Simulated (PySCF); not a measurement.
CH₃FOPb, singlet, geometry from GFN2-xTB (such geometries of metal compounds can be far from the true shape) (core potentials on Pb); PySCF with DF-R2SCAN/def2-SV(P).

The PySCF input:
```python
from pyscf import gto, scf, dft

mol = gto.M(
    atom='''
Pb   -0.07775683    0.04072457    0.43948144
F    -1.71388845    1.00713480   -0.48793099
O     1.13248161   -0.65041522   -1.07761585
C     1.38862290   -0.78553675   -2.43524692
H     0.60722976   -0.32218403   -3.04625959
H     2.34959410   -0.31525811   -2.67545945
H     1.45264187   -1.84964365   -2.69197202
''',
    basis='def2-sv(p)',
    ecp={'Pb': 'def2-sv(p)'},
    verbose=4,
    max_memory=1800,
)

mf = dft.RKS(mol)
mf.xc = 'r2scan'
mf = mf.density_fit(auxbasis='def2-universal-jkfit')
mf.kernel()
```

It wrote (shortened):

```
PySCF version 2.14.0

[INPUT] verbose = 4
[INPUT] num. atoms = 7
[INPUT] num. electrons = 48
[INPUT] charge = 0
[INPUT] spin (= nelec alpha-beta = 2S) = 0
[INPUT] symmetry False subgroup None
[INPUT] Mole.unit = angstrom
[INPUT] Symbol           X                Y                Z      unit          X                Y                Z       unit  Magmom
[INPUT]  1 Pb    -0.077756830000   0.040724570000   0.439481440000 AA   -0.146939113014   0.076958283841   0.830499558429 Bohr   0.0
[INPUT]  2 F     -1.713888450000   1.007134800000  -0.487930990000 AA   -3.238779778555   1.903208942519  -0.922055938788 Bohr   0.0
[INPUT]  3 O      1.132481610000  -0.650415220000  -1.077615850000 AA    2.140080084007  -1.229106633049  -2.036398823990 Bohr   0.0
[INPUT]  4 C      1.388622900000  -0.785536750000  -2.435246920000 AA    2.624116971299  -1.484449318281  -4.601949724491 Bohr   0.0
[INPUT]  5 H      0.607229760000  -0.322184030000  -3.046259590000 AA    1.147497941085  -0.608839578409  -5.756596329430 Bohr   0.0
[INPUT]  6 H      2.349594100000  -0.315258110000  -2.675459450000 AA    4.440089352894  -0.595751486448  -5.055885617879 Bohr   0.0
[INPUT]  7 H      1.452641870000  -1.849643650000  -2.691972020000 AA    2.745095291376  -3.495319926541  -5.087089852792 Bohr   0.0

nuclear repulsion = 180.617373867915
number of shells = 34
number of NR pGTOs = 145
number of NR cGTOs = 74
basis = def2-sv(p)
ecp = {'Pb': 'def2-sv(p)'}

******** <class 'pyscf.df.df_jk.DFRKS'> ********
method = DFRKS
initial guess = minao
damping factor = 0
level_shift factor = 0
DIIS = <class 'pyscf.scf.diis.CDIIS'>
diis_start_cycle = 1
diis_space = 8
diis_damp = 0
SCF conv_tol = 1e-09
SCF conv_tol_grad = None
SCF max_cycles = 50
direct_scf = False
XC library pyscf.dft.libxc version 7.1.2
    S. Lehtola, C. Steigemann, M. J. T. Oliveira, and M. A. L. Marques,  SoftwareX 7, 1–5 (2018)
XC functionals = r2scan
    J. W. Furness, A. D. Kaplan, J. Ning, J. P. Perdew, and J. Sun,  J. Phys. Chem. Lett. 11, 8208–8215 (2020)
    J. W. Furness, A. D. Kaplan, J. Ning, J. P. Perdew, and J. Sun,  J. Phys. Chem. Lett. 11, 9248–9248 (2020)
    J. W. Furness, A. D. Kaplan, J. Ning, J. P. Perdew, and J. Sun,  J. Phys. Chem. Lett. 11, 8208–8215 (2020)
    J. W. Furness, A. D. Kaplan, J. Ning, J. P. Perdew, and J. Sun,  J. Phys. Chem. Lett. 11, 9248–9248 (2020)
radial grids:
    Treutler-Ahlrichs [JCP 102, 346 (1995); DOI:10.1063/1.469408] (M4) radial grids

becke partition: Becke, JCP 88, 2547 (1988); DOI:10.1063/1.454033
pruning grids: <function nwchem_prune>
grids dens level: 3
symmetrized grids: False
atomic radii adjust function: <function treutler_atomic_radii_adjust>
small_rho_cutoff = 0
Set gradient conv threshold to 3.16228e-05
Initial guess from minao.
tot grids = 95120
init E= -383.766695581625
  HOMO = -0.644229225808374  LUMO = -0.609977396416362  gap/eV = 0.93204
cycle= 1 E= -405.074069561557  delta_E= -21.3  |g|= 2.67  |ddm|= 13.5
  HOMO = 0.0968784871774915  LUMO = 0.105882979563023  gap/eV = 0.24502
cycle= 2 E= -338.923108067839  delta_E= 66.2  |g|= 11.4  |ddm|= 20.3
  HOMO = -0.134612639212399  LUMO = -0.0317430955822608  gap/eV = 2.79922
cycle= 3 E= -407.188416229491  delta_E= -68.3  |g|= 1.34  |ddm|= 18.9
  HOMO = -0.0890700167661969  LUMO = -0.0368374044250821  gap/eV = 1.42132
cycle= 4 E= -405.693457754823  delta_E= 1.49  |g|= 3.08  |ddm|= 3.08
  HOMO = -0.240645670248928  LUMO = -0.06732142172363  gap/eV = 4.71639
cycle= 5 E= -407.653392343984  delta_E= -1.96  |g|= 0.355  |ddm|= 2.07
  HOMO = -0.190904251863316  LUMO = -0.0954831399979348  gap/eV = 2.59654
cycle= 6 E= -407.606317179201  delta_E= 0.0471  |g|= 0.606  |ddm|= 0.851
  HOMO = -0.243224986705857  LUMO = -0.106850846933337  gap/eV = 3.71093
cycle= 7 E= -407.68302376121  delta_E= -0.0767  |g|= 0.136  |ddm|= 0.536
  HOMO = -0.228339307666483  LUMO = -0.0998335929008967  gap/eV = 3.49682
cycle= 8 E= -407.687408410929  delta_E= -0.00438  |g|= 0.0219  |ddm|= 0.137
  HOMO = -0.23027597006631  LUMO = -0.099260363755203  gap/eV = 3.56512
cycle= 9 E= -407.687540641931  delta_E= -0.000132  |g|= 0.00344  |ddm|= 0.0273
  HOMO = -0.230028494115653  LUMO = -0.0993748252733653  gap/eV = 3.55527
cycle= 10 E= -407.687543607754  delta_E= -2.97e-06  |g|= 0.00131  |ddm|= 0.00563
  HOMO = -0.230157089061068  LUMO = -0.0993562400790324  gap/eV = 3.55927
cycle= 11 E= -407.687544069302  delta_E= -4.62e-07  |g|= 0.000141  |ddm|= 0.00146
  HOMO = -0.230176523931207  LUMO = -0.099373047537469  gap/eV = 3.55934
cycle= 12 E= -407.687544075631  delta_E= -6.33e-09  |g|= 3.13e-05  |ddm|= 0.000268
  HOMO = -0.230175544563804  LUMO = -0.099371162290673  gap/eV = 3.55937
cycle= 13 E= -407.68754407582  delta_E= -1.89e-10  |g|= 1.1e-05  |ddm|= 3.78e-05
  HOMO = -0.230172120555525  LUMO = -0.0993714993207568  gap/eV = 3.55927
Extra cycle  E= -407.687544075549  delta_E= 2.71e-10  |g|= 3.64e-05  |ddm|= 4.42e-05
converged SCF energy = -407.687544075549
```
